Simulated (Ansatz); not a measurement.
Compare A (`N[CH2][Zn][SiH3]`) with its isomer B (`C[SiH2][NH][ZnH]`).

Gas-phase electronic energies from Ansatz, PBE0-D4/def2-TZVP geometries. CBS: MP2 limit from def2 TZ/QZ plus the TZ coupled-cluster correction, frozen cores. DFT in def2-TZVPP. For Zn outer-core shells are correlated without core-valence functions, which leaves a few kJ/mol of doubt a bond. Scalar relativity is left out up to krypton. One conformer a species, not always the lowest.

A:

```xyz
11

N    -0.478   -0.013   -2.489
C    -0.275   -1.023   -1.436
Zn    0.075   -0.322    0.389
Si    0.481    0.701    2.510
H    -1.263    0.588   -2.272
H     0.330    0.590   -2.578
H     0.548   -1.673   -1.747
H    -1.153   -1.675   -1.420
H    -0.647    1.577    2.946
H     1.704    1.558    2.504
H     0.676   -0.309    3.592
```

B:

```xyz
11

C     0.466   -0.663   -1.217
Si    0.428   -0.758    0.651
N    -0.429    0.602    1.247
Zn   -1.189    1.930    0.257
H    -0.543   -0.678   -1.639
H     1.007   -1.517   -1.631
H     0.973    0.243   -1.561
H     1.833   -0.812    1.161
H    -0.205   -2.051    1.057
H    -0.520    0.670    2.251
H    -1.821    3.035   -0.576
```

(1) Which isomer does CCSD(T)/CBS put lower? Give the gap. (Best estimate.)

(2) Give E(B) − E(A) in kcal/mol with MP2/def2-TZVPP, HF/def2-TZVPP, r2SCAN-D4, CCSD/def2-TZVPP, B2PLYP, CCSD(T)/def2-TZVPP, BLYP-D4. (Best estimate.)

Largest T1 diagnostic: 0.014.

Results:

(1) Computed: B, by 45.6 kcal/mol.

(2) Ansatz gave: MP2/def2-TZVPP -49.1, HF/def2-TZVPP -48.2, r2SCAN-D4 -44.3, CCSD/def2-TZVPP -46.3, B2PLYP -44.8, CCSD(T)/def2-TZVPP -45.9, BLYP-D4 -41.0. None reverses the order clearly.

From BLYP to BHLYP (50 % exact exchange), in def2-TZVPP and without D4, E(B) − E(A) moves by −6.9 kcal/mol. At CCSD(T), def2-SVP lies +5.6 kcal/mol from the extrapolated value and def2-TZVPP −0.3 kcal/mol.
